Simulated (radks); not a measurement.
Charge is removed step by step from the 2s level of the beryllium ion Be+, starting from [He] 2s1. All-electron calculation, non-relativistic Kohn-Sham, PBE, spin-unpolarised, spherical densities, point nucleus; without spin polarisation the odd electron is poorly described. Program: a radial shooting solver on a logarithmic mesh with Libxc functionals.

removed (e)  E - E(0) (eV)  eigenvalue (eV)
0                    0.000          -13.698
0.125                1.780          -14.777
0.25                 3.694          -15.860
0.375                5.745          -16.942
0.5                  7.930          -18.015
0.625               10.248          -19.071
0.75                12.696          -20.103
0.875               15.272          -21.086

The mean slope of the eigenvalue, de/dn, is 8.44 eV per electron.
